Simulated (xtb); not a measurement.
xtb input:

```bash
xtb mol.xyz --gfn 2 --sp --chrg 0 --uhf 0
```
mol.xyz:
```
4

Y      0.00000000     0.00000000    -0.00000000
Br    -2.01993060    -1.60520180    -0.34972865
Br    -0.00077825     2.35467005    -1.11113947
Br     2.02070885    -0.74946825     1.46086812
```

Task: Predict the final energy.

Result: -13.65111 Eh (GFN2-xTB).
